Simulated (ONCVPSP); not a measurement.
## What one change does to a pseudopotential (Ge, ONCV)

- Element: germanium (Ge)
- Generator: ONCVPSP 4.0.1
- Type: optimised norm-conserving Vanderbilt (ONCV)
- Functional: PBEsol
- Relativity: scalar-relativistic
- Frozen core: [Ar] 3d10
- Valence charge: 4
- Reference configuration: 4s1 4p3
- Partial waves: 4s: rc 1.60 bohr, ncon 3, nbas 7, qcut 4.7 1/bohr, 1 projector; 4p: rc 2.10 bohr, ncon 3, nbas 8, qcut 4.5 1/bohr, 2 projectors, debl 1.2 Ha
- Local potential: polynomial inside 1.35 bohr (lpopt 5, dvloc0 4 Ha)
- Core correction: Teter function, fcfact 2.25, rcfact 1.6

All-electron outer shells of the reference configuration (PBEsol, scalar-relativistic, ld1.x):

| shell | level (eV) | outermost node (bohr) | outermost maximum (bohr) |
| --- | --- | --- | --- |
| 3p | -117.22 | 0.23 | 0.54 |
| 3d | -31.05 | – | 0.50 |
| 4s | -12.70 | 0.77 | 1.73 |
| 4p | -4.59 | 0.82 | 2.16 |

Change: p: rc 1.84.

Cutoffs: the cutoffs (Ha) at which the residual kinetic energy of the hardest occupied pseudo-wave falls to 1 and 0.1 mHa per electron; they do not see the model core or the augmentation charge, which bear on the density cutoff. Errors are all-electron minus pseudo energies relative to the spin-unpolarised reference configuration.

Problem. How do hardness, ghosts and transferability respond?

Solution. The potential gets neither clearly harder nor softer (8.9 Ha and 12 Ha → 8.9 Ha and 12 Ha); the s channel sets the loose cutoff, while the largest relative change is in p, which becomes harder; of the 4 tests that both files solve, the error grows in 3 and shrinks in 0 by more than 15 % and 0.3 meV (median size 5.0 → 6.4 meV); neither file shows a bound ghost. That the errors move this way runs against the usual rule that smaller radii transfer better.

| quantity | base | changed |
| --- | --- | --- |
| cutoff, loose | 8.9 Ha | 8.9 Ha |
| cutoff, tight | 12 Ha | 12 Ha |
| loose cutoff by channel | s 8.9 Ha, p 5.2 Ha | s 8.9 Ha, p 6.6 Ha |
| bound ghosts | none | none |
| GHOST(+) flags under 300 eV | none | none |
| error for 4s2 4p2, meV [ΔE -7.98 eV] | -2.9 | -4.4 |
| error for 4s2 4p1, meV [ΔE -0.53 eV] | -6.2 | -7.4 |
| error for 4s2 4p0, meV [ΔE 14.92 eV] | -97 | -95 |
| error for 4s0 4p4, meV [ΔE 8.23 eV] | -3.7 | -5.5 |
| s: phases at 1.62 bohr within 0.05 rad from the reference energy up to (Ha; the scan ends near 5) | 1.4 | 1.4 |
| rms error of d²Exc/dni dnj with the model core, mHa | 0.85 | 0.83 |
